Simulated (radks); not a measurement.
Numerical settings for neutral platinum, [Xe] 4f14 5d9 6s1. All-electron calculation, Dirac Kohn-Sham, BLYP, spin-unpolarised, spherical densities, point nucleus; open shells are shared between the two j in proportion to 2j + 1. Program: a radial shooting solver on a logarithmic mesh with Libxc functionals. The defaults (mesh step 0.008 in ln r, mesh end at 40 bohr or more with all orbitals vanishing there, Anderson mixing 0.5 over 9 steps, residual threshold near 1e-9 with the energy settled to 1e-9 hartree or 1e-11 of itself, here a cap of 53 iterations) give E = -18447.775 hartree and 5d5/2 at -5.539 eV in 15 iterations. Run on one thread of a shared host, so times are rough (Arm Neoverse N1): 0.25 s of CPU time, 0.25 s wall, 15 iterations on 2728 mesh points. Changes against that run (0 stands for a change within the tolerance of the run):

setting,iterations,converged,E (mhartree),e(5d5/2) (meV),CPU (s)
mesh step in ln r 0.03,15,yes,+0.00653,0,0.09
mesh step in ln r 0.12,4,no,diverged,-,0.02
mesh step in ln r 0.005,15,yes,0,0,0.39
mesh end (bohr) 5,14,yes,+87.3,+1.91e+03,0.22
mesh end (bohr) 8,15,yes,+1.75,+98.5,0.23
residual threshold 1e-05,12,yes,0,-0.211,0.22
residual threshold 1e-13,24,yes,0,0,0.32
mixing 2.5,25,yes,0,0,0.4
"linear mixing, mixing 0.05",53,no,+1.05,-295,0.72
"linear mixing, mixing 0.8",53,no,+1.35e+05,-2.84e+05,2.1
mixing history 3,17,yes,0,0,0.26
iteration cap 5,5,no,+0.373,-208,0.1

Settings that end as converged yet miss the energy by more than 1 mhartree: mesh end (bohr) 5 (+0.0873 hartree); mesh end (bohr) 8 (+0.00175 hartree). A mesh that ends early acts as a hard wall.
